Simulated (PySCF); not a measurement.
Spectrum to structure. Method: TDDFT CAM-B3LYP/def2-SVPD, vertical, gas phase, core orbitals frozen in the response in PySCF 2.14.0, density-fitted response routines. Geometries: PBE0-D3(BJ)/def2-SVP, one conformer each.

```tsv
state	E (eV)	f	main configurations (H = HOMO, L = LUMO)
S1	3.80	0.042	H→L (97%)
S2	4.97	0.0014	H-2→L (95%)
S3	5.58	0.076	H-1→L (96%)
S4	6.50	0.0005	H-3→L (51%), H-6→L (18%), H-8→L (11%)
S5	6.69	0.021	H→L+1 (85%), H→L+3 (9%)
S6	6.79	0.016	H-4→L (86%), H-3→L (8%)
S7	7.24	0.074	H→L+2 (62%), H→L+5 (15%), H→L+4 (13%)
S8	7.32	0.064	H→L+4 (35%), H→L+2 (29%), H→L+5 (22%)
S9	7.39	0.013	H-6→L (39%), H-3→L (29%), H-5→L (17%)
S10	7.52	0.0065	H→L+3 (70%), H→L+6 (10%)
```

Orbital energies (eV): HOMO-3 -11.39, HOMO-2 -10.46, HOMO-1 -9.93, HOMO -8.30, LUMO -1.26, LUMO+1 0.91, LUMO+2 1.55.

**Question.** Which candidate is it? All have the formula C6H11BO2.
A. `C=C(C)[C@H]1CCOBO1`
B. `C=CC[C@@H]1CCOBO1`
C. `CC(C)C1=CO[BH2-][O+]=C1`

**Answer.** C. Its S1, at 3.80 eV, is the lowest among the candidates; the nearest of the others has S1 at 6.96 eV. S1 is HOMO→LUMO (97%). Löwdin shares by element: HOMO oxygen 32%, carbon 21% or more, boron 11% (atoms not listed hold the other 36%); LUMO carbon 50% or more, oxygen 29% (atoms not listed hold the other 20%). At the same level the other candidates give, for their lowest levels:
- `C=CC[C@@H]1CCOBO1`: 7.32 eV (f 0.381); 7.43 eV (f 0.139); 7.83 eV (f 0.013); 7.90 eV (f 0.013); 8.02 eV (f 0.002); T1 4.34 eV; HOMO -9.05, LUMO 0.95 eV
- `C=C(C)[C@H]1CCOBO1`: 6.96 eV (f 0.056); 7.19 eV (f 0.304); 7.69 eV (f 0.067); 7.81 eV (f 0.005); 7.92 eV (f 0.026); T1 4.33 eV; HOMO -8.61, LUMO 0.95 eV

Shape of the structure used: `[CH3:1][CH:2]([CH3:3])[C:4]1=[CH:5][O:6][BH2-:7][O+:8]=[CH:9]1`: C1–C2–C4–C5 -106°.
Triplets come from the Tamm–Dancoff approximation.
